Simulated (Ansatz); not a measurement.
Reaction: CH4BS (SMILES [BH]SC, doublet) → CH4BS (SMILES C[B]S, doublet)
Each species at its own B3LYP-D3(BJ)/def2-TZVP minimum (Ansatz, a first-principles code), one conformer.

Total energies in hartree (Ansatz). Radicals and triplets start from unrestricted determinants; spin-orbit coupling is neglected. Cores are frozen in correlated methods. No relativity.

| species | HF/cc-pV(T+d)Z | CCSD(T)/cc-pV(T+d)Z | HF/cc-pV(Q+d)Z | CCSD(T)/cc-pV(Q+d)Z | CCSD(T)/cc-pV(D+d)Z | CCSDT(Q)/cc-pV(D+d)Z |
|---|---|---|---|---|---|---|
| 1: CH4BS (SMILES [BH]SC, doublet) | -462.40689 | -462.89942 | -462.41436 | -462.93550 | -462.77385 | -462.77599 |
| 2: CH4BS (SMILES C[B]S, doublet) | -462.42984 | -462.92112 | -462.43734 | -462.95719 | -462.79644 | -462.79843 |

Task: Work out the isomerisation energy (electronic) in kcal/mol: take Hartree-Fock from cc-pV(Q+d)Z, extrapolate the CCSD(T) correlation energy as X^-3 (X = 3, 4), and add CCSDT(Q) - CCSD(T) in cc-pV(D+d)Z. 1 hartree = 627.51 kcal/mol.

Result: 
Species 1: correlation (64·(-0.52114) - 27·(-0.49253))/37 = -0.54202; step -0.00214; E1 = -462.41436 + (-0.54202) + (-0.00214) = -462.95852
Species 2: correlation (64·(-0.51985) - 27·(-0.49128))/37 = -0.54070; step -0.00199; E2 = -462.43734 + (-0.54070) + (-0.00199) = -462.98003
-1·E1 +1·E2 = -0.02151 hartree = -13.5 kcal/mol.
